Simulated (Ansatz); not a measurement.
`BN[SiH](C)C` + HBr → `C[SiH](C)Br` + `BN` at 600 K and 1 bar (ligand exchange at the Si–N bond).

Calculated with Ansatz (gas phase, PBE0-D4/def2-TZVP geometries, no zero-point term in ΔE). CBS: MP2 limit from def2 TZ/QZ plus the TZ coupled-cluster correction, frozen cores. This one scheme is used for every species. For Br outer-core shells are correlated without core-valence functions, which leaves a few kJ/mol of doubt a bond. Scalar relativity is left out up to krypton. One conformer a species, not always the lowest.

| species | CCSD(T)/CBS energy (Eh) | H − E (kJ/mol) | S (J/(mol·K)) |
| --- | --- | --- | --- |
| `BN[SiH](C)C` | -450.78732 | 395.2 | 484.8 |
| HBr | -2573.91920 | 33.5 | 219.1 |
| `C[SiH](C)Br` | -2942.79434 | 280.2 | 437.9 |
| `BN` | -81.93499 | 155.9 | 270.2 |

H − E and S are ideal-gas, rigid-rotor, harmonic terms from PBE0-D4/def2-TZVP, for one conformer and one mirror image of each species. 1 Eh = 2625.50 kJ/mol, R = 8.31446 J/(mol·K).

Q: By hand: ΔE, ΔH, ΔS and ΔG.

A: ΔE = (-2942.79434) + (-81.93499) − (-450.78732) − (-2573.91920) = -0.02281 Eh = -59.9 kJ/mol. Δ(H − E) = 280.2 + 155.9 − 395.2 − 33.5 = 7.4, so ΔH = -52.5 kJ/mol. ΔS = 437.9 + 270.2 − 484.8 − 219.1 = 4.2 J/(mol·K). ΔG = -52.5 − 600 × (4.2)/1000 = -55.0 kJ/mol.

Q: By hand: the equilibrium constant, and the temperature at which ΔG would vanish if ΔH and ΔS stayed fixed.

A: log₁₀ K = −ΔG/(RT ln 10) = 4.8. ΔH and −TΔS have one sign here, so there is no such temperature.

The number of gas molecules stays the same, so ΔS is small and ΔH decides. A doubt of 5 kJ/mol in ΔE shifts log₁₀ K by 0.4 here. Other conformers and mirror images would add mixing entropy, several J/(mol·K) or more a flexible species. Modes under 60 cm⁻¹, often nearly free rotors, make the harmonic entropy too high. These are equilibria of isolated gas molecules and say nothing of rates. Largest T1 diagnostic: 0.012 (customary marks: 0.02 for closed shells, 0.045 for open ones).

ΔS is within the doubt of such terms, so its sign, and with it that verdict, could turn.
